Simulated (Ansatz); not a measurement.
`B[O][In]([F])[CH2][SiH3]` → B• + C• + F• + 7 H• + In• + O• + Si•  (atomization)

Program: Ansatz. Geometries: PBE0-D4/def2-TZVP. ΔE: electronic, gas phase. CCSD(T)/CBS is the MP2 limit (def2-TZVPP, def2-QZVPP) plus CCSD(T) − MP2 in def2-TZVPP, frozen cores. This one scheme is used for every species, atoms too. Functionals use def2-TZVPP. No spin–orbit coupling; open shells (•) take unrestricted orbitals. Spin–orbit coupling would lower the free atoms: a little for B, C, F, O, Si; strongly for In. Elements past krypton have def2 core potentials. Bonds to In are less sure, by a few kJ/mol each and by 10 to 20 or more in all where they break to atoms, as the def2 sets lack core-valence functions. Each species was taken in one conformer, which may not be the lowest.

| level | ΔE (eV) |
| --- | --- |
| r2SCANh | 45.80 |
| r2SCAN0 | 45.34 |
| CCSD/def2-TZVPP | 44.37 |
| HF/def2-QZVPP | 34.34 |

**Question.** What does CCSD(T)/CBS give? (Estimate.)

**Answer.** Ansatz gave: +46.26 eV. The listed levels differ from it by -0.46, -0.92, -1.89, -11.92 eV.

Largest T1 diagnostic among the species: 0.016.

From r2SCAN to r2SCAN0 (25 % exact exchange), in def2-TZVPP and without D4, ΔE moves by −0.79 eV: exact exchange takes away binding that semilocal exchange gives to molecules. The D4 term adds +0.44 eV with B3LYP and +0.24 eV with PBE0; it sums over pairs of atoms, weighted by their polarisabilities, and B3LYP, whose exchange is more repulsive, gets the larger term. Leaving LDA and LC-ωPBE aside and taking each functional with its dispersion term where it has one, the values, not all of them listed here, spread over 1.63 eV, from BHLYP-D4 to PBE-D4. LDA lies +5.95 eV from PBE without D4, its usual overbinding.

B3LYP here is the variant with VWN-RPA as its local correlation; programs differ in this.

For atomizations the MP2-based limit and the directly extrapolated one differ by several kJ/mol either way, and by 10 to 25 for some Ge, Se and Sn compounds, so smaller differences from it don't rank the levels.
